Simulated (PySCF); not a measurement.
# One molecule, several mistakes: AlBH2NO anion

Calculated results; nothing here was measured. They come from PySCF 2.14.0, an open-source quantum chemistry program, on an isolated molecule that a program drew, which may never have been made. The molecule is AlBH2NO anion (charge -1, singlet), drawn as the SMILES string `B[N]=[Al][O-]`.

Each row is a Hartree-Fock (HF) and frozen-core CCSD(T) single point in the aug-cc-pV(D+d)Z basis, meant for a local HF minimum. Run 1 is clean. Each other run has one planted mistake out of seven kinds, and not every kind appears here: one electron removed, one electron added, multiplicity raised by two, geometry at a saddle point, minimal basis STO-3G, one bond length entered in bohr, all coordinates scaled. The reference is restricted for singlets and unrestricted otherwise, and also for a bond in bohr. Adding or removing an electron swaps singlet and doublet. Electrons count all cores. HOMO and LUMO are orbital energies over both spins, the gradient is its largest component, and the lowest frequency (negative if imaginary) is given only where the gradient is small. Bond lengths are over the 5 bonds as drawn. T1 is the CCSD diagnostic: over 0.02 (restricted) or 0.045 (unrestricted) a single reference is doubtful.

Geometry of the clean run:
```xyz
6
AlBH2NO anion, angstrom
B     0.0521    0.0235    1.6683
N    -0.0839    0.3386    0.3493
Al   -0.2518    0.7245   -1.2664
O    -0.4131    1.0952   -2.8190
H     0.2810   -1.1215    2.0740
H    -0.0409    0.8540    2.5792
```

| run | electrons | basis functions | <S^2> | HOMO (eV) | LUMO (eV) | gradient (hartree/bohr) | lowest frequency (cm^-1) | mean bond (Å) | longest bond (Å) | T1 | HF (hartree) | CCSD(T) (hartree) | mistake |
|---|---|---|---|---|---|---|---|---|---|---|---|---|---|
| 1 | 36 | 119 | 0.000 | -4.16 | 3.44 | 1.0e-05 | 91 | 1.4218 | 1.670 | 0.0229 | -397.15572 | -397.73881 | no fault |
| 2 | 36 | 26 | 0.000 | 1.73 | 15.39 | 5.0e-02 | - | 1.4218 | 1.670 | 0.0366 | -391.92605 | -392.17364 | minimal basis STO-3G |
| 3 | 36 | 119 | 0.242 | -2.99 | 3.39 | 5.6e-02 | - | 1.6418 | 2.336 | 0.0471 | -397.06149 | -397.65327 | one bond length entered in bohr |
| 4 | 36 | 119 | 2.048 | -0.38 | 3.17 | 9.1e-02 | - | 1.4218 | 1.670 | 0.0382 | -397.07994 | -397.63813 | multiplicity raised by two |
| 5 | 35 | 119 | 0.768 | -10.77 | -0.68 | 8.3e-02 | - | 1.4218 | 1.670 | 0.0379 | -397.07886 | -397.61952 | ? |
| 6 | 36 | 119 | 0.000 | -4.21 | 3.45 | 3.5e-02 | - | 1.4631 | 1.718 | 0.0242 | -397.14991 | -397.74074 | ? |

**Which mistake was planted in run 5, and what did it cost?**

It counts 35 electrons, one fewer than the clean run, at the same geometry and basis. So the mistake is: one electron removed. Subtracting run 1 and multiplying by 627.51 kcal/mol a hartree, the energy moved by 48.2 kcal/mol in HF and 74.9 kcal/mol in CCSD(T).

**Which mistake was planted in run 6, and what did it cost?**

The mean and the longest bond both change by the same factor, 1.029, and the gradient is no longer small. So the mistake is: all coordinates scaled. Subtracting run 1 and multiplying by 627.51 kcal/mol a hartree, the energy moved by 3.6 kcal/mol in HF and -1.2 kcal/mol in CCSD(T).

Cautions from the logs. Run 1: T1 is over the limit, so its CCSD(T) energy is less reliable; run 2: T1 is over the limit, so its CCSD(T) energy is less reliable and the HOMO is above zero, so the electron isn't bound and the energy depends on the basis; run 3: T1 is over the limit, so its CCSD(T) energy is less reliable; run 6: T1 is over the limit, so its CCSD(T) energy is less reliable.
